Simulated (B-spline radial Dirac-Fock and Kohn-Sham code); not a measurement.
**Fe 3s: cross section and angular parameters**

System: atomic iron in the configuration [Ar] 3d6 4s2; threshold 91.30 eV (tabulated edge). Calculated with a radial atomic solver, using Dirac-Hartree-Slater photoionisation with a Latter tail; cross sections with all multipoles, angular parameters from the dipole term and its interference with E2.

```tsv
hν (eV)	σ (kb)	β	γ
100	301	1.996	0.021
107	294	1.997	0.074
143	272	1.998	0.221
173	242	1.999	0.250
202	211	1.999	0.246
252	168	1.999	0.213
254	167	1.999	0.212
343	115	1.999	0.138
570	55.1	1.999	0.004
618	48.5	1.999	-0.013
681	41.4	1.999	-0.030
819	30.4	1.999	-0.052
1253.6	14.0	2.000	-0.035
1630	8.44	2.000	0.028
1840	6.63	2.000	0.072
2000	5.61	2.000	0.108
2610	3.24	2.000	0.249
2984.4	?	?	?
3270	2.00	1.999	0.401
4020	1.27	1.999	0.569
4470	1.00	1.999	0.666
5180	0.714	1.999	0.810
5414.7	0.644	1.999	0.856
8670	0.208	1.999	1.412
11400	0.104	1.999	1.796
12000	0.0914	1.999	1.873
12900	0.0758	1.999	1.984
15000	0.0511	1.998	2.227
```

Q: Give the values at Ag Lα (2984.4 eV).

A: σ = 2.44 kb, β = 2.000, γ = 0.336. For an s subshell δ is negligible.
